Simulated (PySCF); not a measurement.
SMILES OC[SiH2]B at its GFN2-xTB optimised geometry (Å):

```
11

B      1.6471     0.7760    -1.5984
Si     1.0445    -0.1664     0.0000
C     -0.8881    -0.1664     0.0000
O     -1.4035     1.1586     0.0000
H      1.8520     1.9280    -1.5996
H      1.7894     0.2174    -2.6172
H      1.4035    -1.5874     0.1569
H      1.3857     0.4370     1.3089
H     -1.2974    -0.7279     0.8478
H     -1.2793    -0.6267    -0.9082
H     -1.1267     1.5874     0.8160
```

Level of theory: PBE/def2-TZVP (PySCF). Cells within 0.4 Å of a nucleus heavier than hydrogen are left out (blank, or x).

Map of the HOMO amplitude (bohr^(-3/2)), clipped to [-0.25, 0.25] on the plane z = 0.0 Å; orbital energy -5.95 eV, overall sign arbitrary:

```
|44444445555555555555555555555|
|44444445555555555555555555555|
|44444445555555555555555555555|
|44444444555555555555555555555|
|44444444555555555555555555555|
|44444444555555555555555555555|
|44444444555555555555555555555|
|44444444456665555555555555555|
|44444433368766555555555555555|
|444443310xx976555555555555555|
|44444320xxx976554555555555555|
|444443210xx765444455555555555|
|44444432235544434455555555555|
|44444444445432333455555555555|
|4444444556xxx1223xx5565555555|
|5555555567xxx1223xx4565555555|
|55555555677532223455555555555|
|55555555666543333455555555555|
|55555555555544444455555555555|
|55555555555544444556555555555|
|55555555555554444555555555555|
|55555555555554445555555555555|
|55555555555555555555555555555|
|55555555555555555555555555555|
|55555555555555555555555555555|
|55555555555555555555555555555|
|55555555555555555555555555555|
|55555555555555555555555555555|
|55555555555555555555555555555|
```
Scale: ten equal steps from -0.250 (start of '0') to 0.250 (end of '9'), in the order '0123456789'; x runs from -4.00 to 4.00, y from -4.00 (bottom) to 4.00 (top).
